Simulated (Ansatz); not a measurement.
Computed with Ansatz on PBE0-D4/def2-TZVP structures; ΔE is electronic, products minus reactants. CCSD(T)/CBS is the MP2 limit (def2-TZVPP, def2-QZVPP) plus CCSD(T) − MP2 in def2-TZVPP, frozen cores. This one scheme is used for every species. One conformer a species, not always the lowest.

`OB(O)O[Si](Cl)(Cl)Cl` + `OB(O)O` → `OB(O)OB(O)O` + `O[Si](Cl)(Cl)Cl`  (ligand exchange at a B–O bond)

```csv
species,CCSD(T)/CBS(def2) energy (Eh)
`OB(O)O[Si](Cl)(Cl)Cl`,-1920.31923
`OB(O)O`,-252.29421
`OB(O)OB(O)O`,-428.20622
`O[Si](Cl)(Cl)Cl`,-1744.40331
```

Work out ΔE.

ΔE = (-428.20622) + (-1744.40331) − (-1920.31923) − (-252.29421) = 0.00391 Eh = +10.3 kJ/mol.

Largest T1 diagnostic among the species: 0.012.

In def2-TZVPP, CCSD(T) changes the Hartree–Fock value by −4.0 kJ/mol (the triples alone add −0.8 kJ/mol) and MP2 by −3.6 kJ/mol. The D4 term adds +4.0 kJ/mol with B3LYP and +2.7 kJ/mol with PBE0; it sums over pairs of atoms, weighted by their polarisabilities, and B3LYP, whose exchange is more repulsive, gets the larger term.

B3LYP here is the variant with VWN-RPA as its local correlation; programs differ in this.
